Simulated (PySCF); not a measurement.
CH3O2, charge +1, singlet, at a GFN2-xTB geometry; PySCF with PBE/STO-3G.

PySCF was given this input:
```python
from pyscf import gto, scf, dft

mol = gto.Mole()
mol.atom = '''
    O    -0.99670430   -0.48679131   -0.02050171
    C     0.16260915    0.52937802   -0.00703074
    O     1.22437017    0.11575511    0.11238354
    H    -0.70362568   -1.42889272   -0.05203392
    H    -0.30185128    1.51257374   -0.07705403
    H    -1.79150481   -0.29165963   -0.56378237
'''
mol.basis = 'sto-3g'
mol.charge = 1
mol.verbose = 4
mol.build()

mf = dft.RKS(mol)
mf.xc = 'pbe'
mf.grids.level = 2
mf.kernel()
```

It wrote (shortened):

```
PySCF version 2.14.0

[INPUT] verbose = 4
[INPUT] num. atoms = 6
[INPUT] num. electrons = 24
[INPUT] charge = 1
[INPUT] spin (= nelec alpha-beta = 2S) = 0
[INPUT] symmetry False subgroup None
[INPUT] Mole.unit = angstrom
[INPUT] Symbol           X                Y                Z      unit          X                Y                Z       unit  Magmom
[INPUT]  1 O     -0.996704300000  -0.486791310000  -0.020501710000 AA   -1.883498154176  -0.919902255718  -0.038742616985 Bohr   0.0
[INPUT]  2 C      0.162609150000   0.529378020000  -0.007030740000 AA    0.307286758848   1.000379474165  -0.013286173053 Bohr   0.0
[INPUT]  3 O      1.224370170000   0.115755110000   0.112383540000 AA    2.313724296387   0.218745455419   0.212374111509 Bohr   0.0
[INPUT]  4 H     -0.703625680000  -1.428892720000  -0.052033920000 AA   -1.329659829411  -2.700215902185  -0.098329857988 Bohr   0.0
[INPUT]  5 H     -0.301851280000   1.512573740000  -0.077054030000 AA   -0.570416249549   2.858350111809  -0.145611013494 Bohr   0.0
[INPUT]  6 H     -1.791504810000  -0.291659630000  -0.563782370000 AA   -3.385453441741  -0.551156822292  -1.065394273158 Bohr   0.0

nuclear repulsion = 75.6050543507201
number of shells = 12
number of NR pGTOs = 54
number of NR cGTOs = 18
basis = sto-3g
ecp = {}

******** <class 'pyscf.dft.rks.RKS'> ********
method = RKS
initial guess = minao
damping factor = 0
level_shift factor = 0
DIIS = <class 'pyscf.scf.diis.CDIIS'>
diis_start_cycle = 1
diis_space = 8
diis_damp = 0
SCF conv_tol = 1e-09
SCF conv_tol_grad = None
SCF max_cycles = 50
direct_scf = True
direct_scf_tol = 1e-13
XC library pyscf.dft.libxc version 7.1.2
    S. Lehtola, C. Steigemann, M. J. T. Oliveira, and M. A. L. Marques,  SoftwareX 7, 1–5 (2018)
XC functionals = pbe
    J. P. Perdew, K. Burke, and M. Ernzerhof,  Phys. Rev. Lett. 77, 3865 (1996)
    J. P. Perdew, K. Burke, and M. Ernzerhof,  Phys. Rev. Lett. 78, 1396 (1997)
    J. P. Perdew, K. Burke, and M. Ernzerhof,  Phys. Rev. Lett. 77, 3865 (1996)
    J. P. Perdew, K. Burke, and M. Ernzerhof,  Phys. Rev. Lett. 78, 1396 (1997)
radial grids:
    Treutler-Ahlrichs [JCP 102, 346 (1995); DOI:10.1063/1.469408] (M4) radial grids

becke partition: Becke, JCP 88, 2547 (1988); DOI:10.1063/1.454033
pruning grids: <function nwchem_prune>
grids dens level: 2
symmetrized grids: False
atomic radii adjust function: <function treutler_atomic_radii_adjust>
small_rho_cutoff = 0
Set gradient conv threshold to 3.16228e-05
Initial guess from minao.
tot grids = 49744
init E= -188.074311658143
  HOMO = -0.319415422798252  LUMO = -0.0225360895606418  gap/eV = 8.07850
cycle= 1 E= -187.135538069982  delta_E= 0.939  |g|= 0.728  |ddm|= 3.03
  HOMO = -0.38278198976399  LUMO = -0.155747766256047  gap/eV = 6.17792
cycle= 2 E= -185.85563346792  delta_E= 1.28  |g|=  2.3  |ddm|= 3.21
  HOMO = -0.45891681085386  LUMO = -0.26175840824937  gap/eV = 5.36495
cycle= 3 E= -187.25536883735  delta_E= -1.4  |g|= 0.387  |ddm|= 2.72
  HOMO = -0.47831847227951  LUMO = -0.247804414896392  gap/eV = 6.27261
cycle= 4 E= -187.296579284239  delta_E= -0.0412  |g|= 0.0762  |ddm|= 0.555
  HOMO = -0.482332107679561  LUMO = -0.255716466274292  gap/eV = 6.16653
cycle= 5 E= -187.29823070445  delta_E= -0.00165  |g|= 0.00787  |ddm|= 0.0896
  HOMO = -0.482623509035505  LUMO = -0.255708579850361  gap/eV = 6.17467
cycle= 6 E= -187.298245876407  delta_E= -1.52e-05  |g|= 0.00199  |ddm|= 0.00655
  HOMO = -0.482815155809814  LUMO = -0.25586762511221  gap/eV = 6.17556
cycle= 7 E= -187.298246946287  delta_E= -1.07e-06  |g|= 0.000285  |ddm|= 0.00205
  HOMO = -0.482807323757719  LUMO = -0.255849981901012  gap/eV = 6.17582
cycle= 8 E= -187.298246966138  delta_E= -1.99e-08  |g|= 6.49e-05  |ddm|= 0.000247
  HOMO = -0.482814408322505  LUMO = -0.255856804753754  gap/eV = 6.17583
cycle= 9 E= -187.298246967354  delta_E= -1.22e-09  |g|= 2.59e-06  |ddm|= 7.86e-05
  HOMO = -0.482814420243536  LUMO = -0.255856862520508  gap/eV = 6.17583
cycle= 10 E= -187.298246967357  delta_E= -2.5e-12  |g|= 2.27e-07  |ddm|= 4.7e-06
  HOMO = -0.482814372093636  LUMO = -0.255856853996928  gap/eV = 6.17583
Extra cycle  E= -187.298246967356  delta_E= 2.27e-13  |g|= 6.66e-07  |ddm|= 9.7e-07
converged SCF energy = -187.298246967356
```
